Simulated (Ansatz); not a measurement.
Al₃O₉H₉, a hydroxylated oxide cluster. Charge 0, multiplicity 3. Geometry r2SCAN-D4/def2-SVP, that of the neutral singlet; atoms count from 1.

```xyz
21

Al    1.5799    0.7890   -0.5668
Al   -1.0601   -0.9805   -0.7491
Al    0.0371    0.6022    1.7124
O    -2.5666   -0.4179   -1.8486
O     2.2757   -0.6473   -1.2432
O    -0.1240    0.3789   -0.0914
O    -0.2366   -1.7435   -2.0454
O     1.9649    2.2253   -1.4130
O    -0.7002    2.0012    2.3661
O    -2.0911   -1.6602    0.4462
O    -0.2576   -0.8975    2.5338
O     1.8077    0.9392    1.2796
H    -2.4550   -0.8294   -2.7229
H    -3.3654   -0.7894   -1.4350
H     3.0325   -0.5819   -1.8345
H     0.7315   -1.6401   -2.0051
H     1.5817    3.0922   -1.2627
H    -1.2785    1.9608    3.1316
H    -1.7304   -1.6644    1.3491
H     0.3965   -1.5949    2.6350
H     2.4580    1.4582    1.7639
```

Single mean-field runs in def2-TZVP are fitted with def2-universal-jkfit. At PBE0-D4/def2-TZVP a singlet of charge 0 lies 6.65 eV below the triplet at the same geometry.

Question: Estimate the Mulliken populations from the PBE0/def2-TZVP orbitals of Ansatz.

Answer: 
```csv
atom,charge (e),spin (α − β)
Al1,0.45,0.17
Al2,0.23,0.43
Al3,0.54,0.09
O4,-0.29,-0.15
O5,-0.59,0.02
O6,-0.30,0.01
O7,-0.22,0.47
O8,-0.56,0.00
O9,-0.56,0.00
O10,-0.27,0.41
O11,-0.59,-0.01
O12,-0.47,0.00
H13,0.20,0.20
H14,0.22,0.19
H15,0.32,0.02
H16,0.33,0.03
H17,0.31,0.01
H18,0.31,0.00
H19,0.33,0.03
H20,0.29,0.05
H21,0.32,0.03
```
Mulliken values and Mayer orders depend strongly on the basis.

Question: Where does the spin sit?

Answer: Summed by element: Al 0.70, O 0.76, H 0.55, of 2 unpaired in all. Largest on single atoms: O7 0.47, Al2 0.43, O10 0.41.

Question: And the Mayer bond orders between bonded heavy atoms (over 0.3)?

Answer: Al1–O5 1.00 (1.73 Å); Al1–O6 0.74 (1.82 Å); Al1–O8 1.23 (1.71 Å); Al1–O12 0.66 (1.87 Å); Al2–O4 0.44 (1.95 Å); Al2–O6 0.92 (1.78 Å); Al2–O7 0.87 (1.71 Å); Al2–O10 0.90 (1.72 Å); Al3–O6 0.74 (1.82 Å); Al3–O9 1.20 (1.71 Å); Al3–O11 1.05 (1.74 Å); Al3–O12 0.66 (1.85 Å). Values over 0.3 also appear between atoms too far apart for a bond (O7–O10 0.34 at 3.11 Å); they arise where an orbital or an unpaired electron spreads over both atoms.
